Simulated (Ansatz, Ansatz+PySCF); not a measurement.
```yaml
atoms:
  - { symbol: C, position_ang: [0.0000, 0.0000, 0.0000] }
  - { symbol: H, position_ang: [0.9300, 0.0000, -0.5600] }
  - { symbol: H, position_ang: [-0.9300, 0.0000, -0.5600] }
  - { symbol: N, position_ang: [0.0000, 0.0000, 1.3800] }
  - { symbol: H, position_ang: [0.8500, 0.0000, 1.9000] }
  - { symbol: H, position_ang: [-0.8500, 0.0000, 1.9000] }
```

Basis set: def2-SVP (spherical functions). Charge 0, multiplicity 2.

Computed with Ansatz (development build ahead of 0.2.0); each method stands on the lowest determinant of its kind that the runs found. Restricted functionals stand beside restricted open-shell atoms, which can lie above the unrestricted atoms usual in DFT and then raise those values.

The atomization energy at this shape (free ground-state atoms in the same class of orbitals less the molecule, no zero-point energy) of doublet CH4N:

```json
{"method": "PBE0 (unrestricted)", "atomization energy": "20.97 eV"}
{"method": "PBE0 (restricted open-shell)", "atomization energy": "21.01 eV"}
{"method": "ROHF", "atomization energy": "14.75 eV"}
```

Question: What does UHF give?

Answer: 14.67 eV.
